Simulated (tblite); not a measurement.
Compound: C5H5BrF2O.
Atom-mapped SMILES: `[F:1][C@@H:2]1[O:3][CH2:4][C@@:5]12[C@H:6]([Br:7])[C@@H:8]2[F:9]` (hydrogens: H10 on C2; H11, H12 on C4; H13 on C6; H14 on C8)

Computed with GFN2-xTB (tblite), gas phase: L-BFGS steps from a force-field or distance-geometry start until the largest atomic force falls under 0.01 eV/Å.

Step 2: E = -838.4467 eV
```
atom  x, y, z in Å  |  force x, y, z in eV/Å
F1      0.4174    2.2409    0.7224    0.272   0.006   0.367
C2      0.6953    0.9359    1.0087   -0.104  -0.025  -0.150
O3      1.9393    0.4875    0.5575    0.373  -0.057   0.116
C4      1.3566   -0.6085   -0.1770    0.100   0.112  -0.041
C5      0.0018   -0.0032    0.0676   -0.015  -0.090  -0.033
C6     -1.3609   -0.5623    0.1493   -0.193  -0.035  -0.468
Br7    -1.5885   -2.4144   -0.2324   -0.109  -0.157   0.044
C8     -0.9803    0.3697   -0.9864   -0.249  -0.097   0.447
F9     -0.7940   -0.1472   -2.2131   -0.020  -0.059  -0.204
H10     0.5245    0.7332    2.0812    0.050   0.439  -0.101
H11     1.6725   -0.6559   -1.2182    0.126   0.039  -0.034
H12     1.5201   -1.5642    0.3203    0.099  -0.096   0.056
H13    -2.0115   -0.1787    0.9150   -0.243  -0.093   0.107
H14    -1.3929    1.3668   -1.0169   -0.086   0.114  -0.106
```

Step 3: E = -838.4697 eV
```
atom  x, y, z in Å  |  force x, y, z in eV/Å
F1      0.4240    2.2443    0.7330    0.272  -0.076   0.243
C2      0.7008    0.9324    1.0035   -0.251   0.131   0.064
O3      1.9450    0.4876    0.5628    0.287  -0.133  -0.004
C4      1.3632   -0.6060   -0.1759    0.037  -0.038  -0.092
C5      0.0013   -0.0094    0.0669   -0.089   0.068  -0.049
C6     -1.3712   -0.5638    0.1396   -0.059  -0.036  -0.168
Br7    -1.5912   -2.4184   -0.2311   -0.123  -0.156   0.022
C8     -0.9896    0.3679   -0.9832   -0.058  -0.051   0.220
F9     -0.7948   -0.1467   -2.2133   -0.058  -0.023  -0.139
H10     0.5255    0.7458    2.0785    0.059   0.334  -0.090
H11     1.6757   -0.6550   -1.2206    0.130   0.053   0.045
H12     1.5220   -1.5661    0.3213    0.114  -0.012   0.007
H13    -2.0163   -0.1823    0.9161   -0.185  -0.127   0.018
H14    -1.3950    1.3692   -1.0198   -0.076   0.067  -0.077
```

Question: Estimate the geometry and energy of step 4. (The exact step hangs on the optimiser's Hessian estimate; all steps are aligned on step 3, rigid shifts and turns removed.)

Answer: E = -838.4859 eV, largest force 0.238 eV/Å
```
atom  x, y, z in Å  |  force x, y, z in eV/Å
F1      0.4357    2.2463    0.7475    0.228  -0.020   0.067
C2      0.7019    0.9317    1.0006   -0.092   0.118   0.102
O3      1.9545    0.4849    0.5675   -0.042  -0.139  -0.051
C4      1.3703   -0.6052   -0.1764   -0.086  -0.080  -0.043
C5      0.0000   -0.0137    0.0657   -0.114   0.144  -0.056
C6     -1.3833   -0.5664    0.1300    0.123  -0.040   0.106
Br7    -1.5962   -2.4254   -0.2295   -0.124  -0.120   0.003
C8     -0.9995    0.3661   -0.9799    0.106   0.017  -0.039
F9     -0.7970   -0.1460   -2.2145   -0.095   0.019  -0.050
H10     0.5276    0.7642    2.0743    0.045   0.165   0.036
H11     1.6814   -0.6530   -1.2220    0.135   0.056   0.066
H12     1.5259   -1.5676    0.3221    0.114   0.037  -0.040
H13    -2.0237   -0.1889    0.9163   -0.136  -0.146  -0.059
H14    -1.3983    1.3723   -1.0240   -0.061  -0.010  -0.042
```

The energy changes by -0.0162 eV. The first-order estimate −F·Δx gives -0.0260 eV and the mean of the old and new forces, exact on a quadratic surface, -0.0162 eV. The step makes an angle of 39° with the force vector and moves no atom by more than 0.019 Å.

What follows is the cost of the whole relaxation. The run took 0.56 s wall on one thread of an Arm Neoverse N1, no GPU, on a shared host.
